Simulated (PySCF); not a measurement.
`C=CC(F)(F)Br` in a uniform electric field

C3H3BrF2.
Cartesian coordinates in Å at the PBE0-D3(BJ)/def2-SVP level; atoms count from 1:
```
atom  x, y, z in Å
C1    -1.3802    0.0565   -0.4140
C2    -0.2808    0.4784    0.2053
C3     0.9719   -0.3252    0.2745
F4     1.4041   -0.4345    1.5342
F5     0.8225   -1.5547   -0.2167
Br6    2.3903    0.5696   -0.7532
H7    -1.4140   -0.9121   -0.9187
H8    -2.2803    0.6746   -0.4356
H9    -0.2226    1.4472    0.7087
```

Level: wB97X-D/def2-SVPD (PySCF); nuclei fixed, core orbitals frozen in the response. Permanent dipole (-2.106, 0.889, -0.300) D (1 au = 2.5417 D). Static polarisability (au):

```
x   78.51  5.99 -0.45
y    5.99 53.65 -0.73
z   -0.45 -0.73 53.60
```

Only the terms in μ and α are kept: μ(F) = μ + αF and ΔE = −μ·F − ½ F·αF.

(1) Apply 0.01 au along ±x, ±y and ±z in turn. Tabulate induced and total dipoles and both energy terms.

(2) For the field (0.0000, -0.0030, -0.0080) au, what is the induced dipole, and what angle does it make with the field?

(3) At what field along the permanent dipole would the induced dipole along it equal the permanent one, in this linear picture?

(4) What field makes μF equal to kT at 100 K?

(5) Induction energy −ᾱe²/2R⁴ of a unit charge at 14 Å, the molecule taken as a point?

Answers

(1) 
| field along | induced x (D) | induced y (D) | induced z (D) | total size (D) | −μ·F (kJ/mol) | −½F·αF (kJ/mol) |
| --- | --- | --- | --- | --- | --- | --- |
| +x | 1.996 | 0.152 | -0.011 | 1.092 | +21.754 | -10.306 |
| −x | -1.996 | -0.152 | 0.011 | 4.177 | -21.754 | -10.306 |
| +y | 0.152 | 1.364 | -0.019 | 2.999 | -9.183 | -7.043 |
| −y | -0.152 | -1.364 | 0.019 | 2.325 | +9.183 | -7.043 |
| +z | -0.011 | -0.019 | 1.362 | 2.524 | +3.099 | -7.036 |
| −z | 0.011 | 0.019 | -1.362 | 2.824 | -3.099 | -7.036 |

(2) αF = (-0.037, -0.394, -1.084) D, at 1.9° to the field. The polarisability along this direction, F·αF/F², is 53.13 au, against a mean of 61.92 au.

(3) The polarisability along the dipole is 70.14 au, so F = 0.9071 au / 70.14 au = 0.0129 au = 0.67 V/Å; higher-order terms are ignored.

(4) kT = 0.3167 × 10⁻³ Eh, so F = 0.000349 au = 1.8 MV/cm.

(5) R = 26.46 bohr, so the energy is −61.9/(2 × 26.46⁴) Eh = -0.166 kJ/mol. The charge–dipole term at its most favourable orientation, −μe/R², is -3.4 kJ/mol.

Geometry: PBE0-D3(BJ)/def2-SVP, one conformer, isolated molecule. The calculation is non-relativistic, for bromine too.

Note: wB97X-D ran without an empirical dispersion term, which enters the total energy and its gradient alone.
